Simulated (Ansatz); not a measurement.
Job for Ansatz (an electronic-structure program): R-PBE0/def2-TZVPPD on H6OSSi (a complex). Files ending in .json are basis or fitting sets from the Basis Set Exchange.

Ansatz 0.2 input:
```yaml
crystal:
  periodic: [false, false, false]
  atoms:
    - {symbol: S, position_ang: [0.45933343, -0.12802745, -0.02943254]}
    - {symbol: H, position_ang: [0.27056481, 0.59534090, 1.08954442]}
    - {symbol: H, position_ang: [-0.85836715, -0.21638356, -0.26958854]}
    - {symbol: O, position_ang: [-0.07272679, 0.98857355, 3.25506609]}
    - {symbol: Si, position_ang: [-0.35517674, -0.49383851, 3.94881624]}
    - {symbol: H, position_ang: [0.48558772, 1.61252798, 3.72556410]}
    - {symbol: H, position_ang: [0.88076177, -1.30826472, 4.01000016]}
    - {symbol: H, position_ang: [-1.35900528, -1.14918282, 3.09114514]}
    - {symbol: H, position_ang: [-0.88076630, -0.33319887, 5.32663548]}
basis:
  gaussian:
    orbitals: def2-TZVPPD.json
hamiltonian:
  xc: {name: PBE0}
scf: {lower_state_search: off}
```

Program output:

```
WARN ansatz: RAYON_NUM_THREADS=1 ignored (pool sized by the plan → 1); use --threads N
Functional definition: PBE0
these checks for a lower state are left out or cut short: stability, starts, cluster_reference, orbital_swaps, neighbouring_geometries, increment
integrals: 0.17 GiB planned
1216 factors; their error is unknown
mean field: 1.35 GiB planned
mean field evaluation 1: about -20846.5383 eV, gradient 5.2e1 eV
mean field evaluation 2: about -20838.3459 eV, gradient 8.4e1 eV
mean field evaluation 4: about -20850.8448 eV, gradient 2.5e0 eV
mean field evaluation 8: about -20850.8559 eV, gradient 1.8e-2 eV
mean field evaluation 16: about -20850.9043 eV, gradient 2.2e-5 eV
mean field -20850.90431640 eV, -766.2566003771 hartree, gradient 5.5e-7 eV, S^2 0.000000; 0 other end points of the search recorded, 0 dependent functions left out
reference -20850.90436422 eV, -766.2566021347 hartree; 22, 22 occupied and 219, 219 virtual orbitals, 1216 factors
Total energy: -20850.90436422 eV, -766.2566021347 hartree
Checks for a lower state left out: stability, starts, cluster_reference, orbital_swaps, neighbouring_geometries, increment
```

Self-consistency was reached.

Cost: very roughly 3 core-seconds.
